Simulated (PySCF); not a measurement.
## Correlation energy of N⁺ (nitrogen, charge +1)

[He] 2s1 2p3, high-spin 5S determinant (an excited configuration). All numbers are calculated (PySCF 2.14, the spin-free X2C one-electron Hamiltonian (Gaussian nucleus), in ANO-RCC-VTZP (4s3p2d1f, 30 functions)). Frozen: 1s2; 4 electrons correlated.

| level | correlation energy (mhartree) |
| --- | --- |
| CCSD | -33.35 |
| (T) | -0.17 |
| CCSD(T) | -33.52 |
| CCSDT | -33.56 |

Diagnostics: T1 = 0.0021, D1 = 0.0034, largest double amplitude 0.021.

Cost of the coupled-cluster step: of the order of 0.3 core-seconds, for 4 correlated electrons.
